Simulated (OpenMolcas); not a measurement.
## Potential curves of InC: spin-free states

Computed with OpenMolcas 26.06: state-averaged CASSCF(7,8) over In 5s 5p, C 2s 2p, XMS-CASPT2 (IPEA 0.25, imaginary shift 0.2 hartree), scalar X2C, ANO-RCC-VTZP, then RASSI spin–orbit state interaction with atomic mean-field integrals. C2 symmetry about the axis (a holds Σ, Δ, Γ; b holds Π, Φ, H; Σ⁺ and Σ⁻ are not told apart); roots by multiplicity and irrep: 4a 5, 2b 6, 2a 5, 4b 4, 6b 2.

XMS-CASPT2 energies in eV from the lowest point. Curves are followed by energy order within each symmetry, so they are adiabatic and may change character at avoided crossings; Σ⁺ and Σ⁻ are counted together.

| R (Å) | (1)4Σ | (1)2Π | (1)4Δ | (1)6Π |
| --- | --- | --- | --- | --- |
| 1.913 | 0.529 | 1.326 | 4.891 | 4.583 |
| 2.024 | 0.151 | 1.184 | 4.165 | 4.246 |
| 2.124 | 0.012 | 1.178 | 3.734 | 4.158 |
| 2.224 | 0.000 | 1.221 | 3.443 | 4.202 |
| 2.335 | 0.078 | 1.265 | 3.229 | 4.349 |
| 2.446 | 0.215 | 1.339 | 3.089 | 4.557 |
| 2.602 | 0.468 | 1.494 | 2.970 | 4.897 |
| 2.802 | 0.842 | 1.717 | 2.889 | 5.342 |
| 3.114 | 1.428 | 2.102 | 2.844 | 5.953 |
| 3.558 | 2.093 | 2.453 | 2.851 | 6.573 |
| 4.226 | 2.542 | 2.727 | 2.895 | 6.647 |

Task: With masses 114.904 and 12.000 u, fit the curves (1)4Σ, (1)6Π near their minima.

Result: At XMS-CASPT2, Te from the lowest curve (the fit fixes ωe to a per cent or two; the method's Re and ωe can be off by some per cent):

| curve | Te (cm⁻¹) | Re (Å) | ωe (cm⁻¹) |
| --- | --- | --- | --- |
| (1)4Σ | 0 | 2.185 | 484.4 |
| (1)6Π | 33590 | 2.133 | 558.6 |

Left out for impure symmetry, kinks or missing points, though low: (1)2Σ, (1)2Δ, (2)2Σ, (2)2Π, (1)4Π, (2)4Σ, (2)4Π, (3)2Π, (3)2Σ, (3)4Σ. Only roots inside an energy window near the equilibrium distance were included, so the list of states is not complete; labels number the states computed. Each spin and symmetry block has orbitals of its own, averaged over its own roots, so gaps between blocks are less sure than gaps within one and near the minimum can be off by tenths of an eV, in bad cases by more. No Rydberg orbitals are active, so Rydberg states, and σ→σ* states whose orbital the CASSCF left unused, can be missing between those listed. CASPT2 splits the two components of degenerate states numerically, here by up to 132 cm⁻¹. At stretched bonds a block can hold a wrong CASSCF solution and miss its lowest state; points past a visible jump are left out. No roots were computed in block 6a (none fell in the window or the block failed), so states of that kind are missing and can lie low or lowest. Points that failed a check (symmetry, reference weights, a jump) are left out.
